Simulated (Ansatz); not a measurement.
Relaxation of CH3ClFSSb (8 atoms, charge 0, multiplicity 1), to a largest force component of 0.015 eV/Å in at most 40 steps.

Computed with RKS BLYP-D4/def2-SVP in Ansatz 0.2.0.

```xyz
8
Properties=species:S:1:pos:R:3:forces:R:3
C 0.644 -0.676 1.151 -1.33 1.33 0.58
S 0.368 1.049 0.491 0.31 0.21 -0.06
Sb -0.152 0.271 -1.799 1.39 0.72 -0.19
F -1.895 -0.262 -1.265 -1.74 -0.91 0.35
Cl -0.868 2.449 -2.462 0.06 0.33 -0.27
H 1.423 -1.121 0.597 1.50 -1.03 -0.67
H 0.875 -0.573 2.221 0.14 -0.12 0.10
H -0.304 -1.194 1.010 -0.32 -0.54 0.16
```

Where does it end, and by what steps?

It converged. The force dipped under the threshold on the way, but the program's further checks kept it going. After 37 steps the energy has fallen by 0.400 eV; S2 moved furthest, 1.88 Å.

```tsv
step	energy less start (eV)	largest force component (eV/Å)	accepted
0	0.0000	1.738	yes
2	-0.2421	0.218	yes
4	-0.2495	0.055	yes
6	-0.2539	0.216	yes
8	-0.2598	0.060	yes
10	-0.2664	0.079	yes
12	-0.2694	0.012	yes
14	-0.2703	0.056	yes
16	-0.2710	0.007	yes
18	-0.2717	0.075	yes
20	-0.2771	0.169	yes
22	-0.2914	0.263	yes
24	-0.3083	0.343	no
26	-0.3361	0.093	yes
28	-0.3610	0.218	yes
30	-0.3811	0.316	yes
32	-0.3944	0.105	yes
34	-0.3991	0.078	yes
36	-0.3996	0.010	yes
37	-0.3997	0.011	yes
```

```xyz
8
Properties=species:S:1:pos:R:3
C 0.467 -0.478 0.984
S 1.601 -0.035 -0.422
Sb -0.104 0.677 -2.057
F -1.361 -0.796 -1.656
Cl -1.296 2.281 -0.678
H 1.088 -1.003 1.732
H 0.033 0.440 1.420
H -0.336 -1.143 0.620
```

Whether the end is a true minimum wasn't checked by a vibrational analysis.

Time of the run: 31 s on 2 threads of AMD EPYC 9R45 96-Core Processor (Zen 5), with other jobs on the host, peak memory 0.2 GiB.
